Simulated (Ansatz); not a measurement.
Mulliken charges of `OB(O)SC(F)(F)F` from ωB97M-V/def2-TZVPP in Ansatz (PBE0-D4/def2-TZVP geometry).

```json
{"atom": "O1", "x (Å)": "0.630", "y (Å)": "0.068", "z (Å)": "-2.342", "charge (e)": "-0.270"}
{"atom": "B2", "x (Å)": "0.367", "y (Å)": "0.205", "z (Å)": "-1.014", "charge (e)": "0.267"}
{"atom": "O3", "x (Å)": "0.778", "y (Å)": "1.299", "z (Å)": "-0.342", "charge (e)": "-0.259"}
{"atom": "S4", "x (Å)": "-0.560", "y (Å)": "-1.134", "z (Å)": "-0.161", "charge (e)": "-0.118"}
{"atom": "C5", "x (Å)": "-0.660", "y (Å)": "-0.508", "z (Å)": "1.538", "charge (e)": "0.435"}
{"atom": "F6", "x (Å)": "0.532", "y (Å)": "-0.340", "z (Å)": "2.099", "charge (e)": "-0.143"}
{"atom": "F7", "x (Å)": "-1.319", "y (Å)": "0.642", "z (Å)": "1.628", "charge (e)": "-0.143"}
{"atom": "F8", "x (Å)": "-1.325", "y (Å)": "-1.416", "z (Å)": "2.255", "charge (e)": "-0.153"}
{"atom": "H9", "x (Å)": "0.306", "y (Å)": "-0.735", "z (Å)": "-2.754", "charge (e)": "0.192"}
{"atom": "H10", "x (Å)": "1.250", "y (Å)": "1.920", "z (Å)": "-0.906", "charge (e)": "0.191"}
```

Task: By hand: the dipole of these point charges (1 e Å = 4.8032 D).

Result: Σ q r = (0.118, 0.012, -0.442) e Å, of length 0.458 e Å = 2.20 D.

Task: How does the dipole of the full density compare? (Best estimate.)

Result: Ansatz gave: (0.155, 0.017, -0.576) e Å, 2.87 D; the point charges give 0.77 times that, at 0° from its direction.

Point charges leave out the atoms' own dipoles, such as those of lone pairs, and Mulliken's split depends on the basis, so the two needn't agree.
